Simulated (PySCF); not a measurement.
# Calculated NMR parameters of C=C[C@@H]1C[P@@+]1(P)[B-](F)(F)F

* Formula: C4H8BF3P2
* SMILES: C=C[C@@H]1C[P@@+]1(P)[B-](F)(F)F
* InChI: InChI=1S/C4H8BF3P2/c1-2-4-3-10(4,9)5(6,7)8/h2,4H,1,3,9H2/t4-,10+/m1/s1
* Point group of the computed structure: C1
* Carbon signals: 4
* Proton signals: 7

Mapped SMILES: `[CH2:1]=[CH:2][C@@H:3]1[CH2:4][P@@+:5]1([PH2:6])[B-:7]([F:8])([F:9])[F:10]`. Each H is labelled by its parent atom. Ha(C4) is cis to C2 on the ring; Ha(C1) is cis to C3; Hb(C4) is trans to C2 on the ring; Hb(C1) is trans to C3.

[PySCF: shieldings: GIAO PBE0/pcSseg-1; PBE0-D3(BJ)/def2-SVP geometry; averaged over atoms made equivalent by symmetry, fast rotation or ring inversion; one conformer; non-relativistic; isolated molecule]

Chemical shifts δ = σref − σ; TMS for ¹H, ¹³C; ¹⁹F against CFCl3; ³¹P vs H3PO4; ¹¹B vs BF3·OEt2, all at this level.

| carbon | δC, type | δH (multiplicity) | HMBC from (2–3 bonds) | span of the C tensor (ppm) |
| --- | --- | --- | --- | --- |
| C1 | 128.1, CH2 | Ha(C1) 5.86 (m); Hb(C1) 5.65 (m) | H(C2), H(C3) | 220 |
| C2 | 142.9, CH | 5.63 (m) | Ha(C1), Hb(C1), H(C3), Hb(C4), Ha(C4) | 224 |
| C3 | 29.1, CH | 2.55 (m) | Ha(C1), Hb(C1), H(C2), H(P6), Hb(C4), Ha(C4) | 74 |
| C4 | 18.5, CH2 | Ha(C4) 1.24 (m); Hb(C4) 1.93 (m) | H(C2), H(P6), H(C3) | 47 |

Other nuclei:
| atoms | nucleus | environment | δ (ppm) | σ (ppm) |
| --- | --- | --- | --- | --- |
| H(P6) | ¹H | hydrogen on a phosphorus bonded to P | 2.98 | 28.29 |
| F8/F9/F10 | ¹⁹F | fluorine bonded to B | -121.5 | 298.8 |
| P6 | ³¹P | phosphorus bonded to P, 2 H | -217.7 | 527.8 |
| P5 | ³¹P | phosphorus bonded to 2 C, B, P, in a 3-membered ring | -232.0 | 542.1 |
| B7 | ¹¹B | boron bonded to 3 F, P | 3.4 | 97.3 |

- δC 142.9: alkene CH; as expected for a trigonal carbon in a double bond.
- δC 128.1: terminal =CH2 carbon; an sp2 carbon of a C=C bond.
- δC 29.1, 18.5: three-membered-ring carbon; carbons of three-membered rings are unusually shielded.
- δH 5.86, 5.65: hydrogen on a terminal =CH2 carbon; a vinylic proton, deshielded by the sp2 carbon and the C=C anisotropy.
- δH 5.63: hydrogen on an alkene CH; attached to an sp2 carbon and in the plane of the double bond.

Splittings by ¹⁹F and ³¹P in the carbon and heteronuclear signals aren't shown, as no couplings were computed. Shifts are as computed. Against solution values, carbons near 30 ppm lie about +2 ppm off and those near 130 ppm about +5 ppm. Of 1313 compounds with measured shifts, 239 miss one by over three times the rms of a fit or turn the order of signals round; such compounds aren't used in these exercises. Unscaled 19F shifts against computed CFCl3 carry errors that often reach 10 to 50 ppm. Experimental scales use liquid or dissolved standards, which lie at an offset from isolated H3PO4. Multiplicities follow the n + 1 count of equivalent neighbours, as no J values were calculated; m marks all less simple cases, F and P coupling included.
